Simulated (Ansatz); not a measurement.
`O[SiH2][SiH2]CCl` → C• + Cl• + 7 H• + O• + 2 Si•  (atomization)

Computed with Ansatz on PBE0-D4/def2-TZVP structures; ΔE is electronic, products minus reactants. CBS: MP2 limit from def2 TZ/QZ plus the TZ coupled-cluster correction, frozen cores. This one scheme is used for every species, atoms too. Functionals use def2-TZVPP. B3LYP here is the variant with VWN-RPA as its local correlation; programs differ in this. HSE06 is defined as in plane-wave codes. No spin–orbit coupling; open shells (•) take unrestricted orbitals. Spin–orbit coupling would lower the free atoms: a little for C, Cl, O, Si. Each species was taken in one conformer, which may not be the lowest.

```json
{"level": "revPBE-D4", "ΔE (kcal/mol)": "934.8", "difference from CCSD(T)/CBS": "-17.3"}
{"level": "B3LYP-D4", "ΔE (kcal/mol)": "945.8", "difference from CCSD(T)/CBS": "-6.3"}
{"level": "HSE06-D4", "ΔE (kcal/mol)": "943.9", "difference from CCSD(T)/CBS": "-8.2"}
{"level": "CAM-B3LYP-D4", "ΔE (kcal/mol)": "949.9", "difference from CCSD(T)/CBS": "-2.2"}
{"level": "PBE-QIDH", "ΔE (kcal/mol)": "939.6", "difference from CCSD(T)/CBS": "-12.5"}
{"level": "revPBE", "ΔE (kcal/mol)": "915.8", "difference from CCSD(T)/CBS": "-36.3"}
{"level": "r2SCAN", "ΔE (kcal/mol)": "948.6", "difference from CCSD(T)/CBS": "-3.5"}
{"level": "B3LYP", "ΔE (kcal/mol)": "934.6", "difference from CCSD(T)/CBS": "-17.5"}
{"level": "r2SCAN0", "ΔE (kcal/mol)": "936.5", "difference from CCSD(T)/CBS": "-15.6"}
{"level": "CCSD(T)/def2-SVP", "ΔE (kcal/mol)": "881.0", "difference from CCSD(T)/CBS": "-71.1"}
{"level": "HF/def2-TZVPP", "ΔE (kcal/mol)": "698.7", "difference from CCSD(T)/CBS": "-253.4"}
{"level": "HF/def2-QZVPP", "ΔE (kcal/mol)": "700.4", "difference from CCSD(T)/CBS": "-251.7"}
{"level": "MP2/def2-QZVPP", "ΔE (kcal/mol)": "949.7", "difference from CCSD(T)/CBS": "-2.4"}
{"level": "HF/CBS(def2)", "ΔE (kcal/mol)": "700.6", "difference from CCSD(T)/CBS": "-251.5"}
{"level": "MP2/CBS(def2)", "ΔE (kcal/mol)": "960.7", "difference from CCSD(T)/CBS": "8.6"}
{"level": "CCSD/CBS(def2)", "ΔE (kcal/mol)": "939.8", "difference from CCSD(T)/CBS": "-12.3"}
{"level": "CCSD(T)/CBS", "ΔE (kcal/mol)": "952.1", "difference from CCSD(T)/CBS": "0"}
```

Largest T1 diagnostic among the species: 0.012.

From PBE to PBE0 (25 % exact exchange), in def2-TZVPP and without D4, ΔE moves by −9.7 kcal/mol: exact exchange takes away binding that semilocal exchange gives to molecules. Leaving LDA and LC-ωPBE aside and taking each functional with its dispersion term where it has one, the values, not all of them listed here, spread over 29.1 kcal/mol, from BHLYP-D4 to ωB97X-V. LDA lies +124.4 kcal/mol from PBE without D4, its usual overbinding.

For atomizations the MP2-based limit and the directly extrapolated one differ by several kJ/mol either way, and by 10 to 25 for some Ge, Se and Sn compounds, so smaller differences from it don't rank the levels.
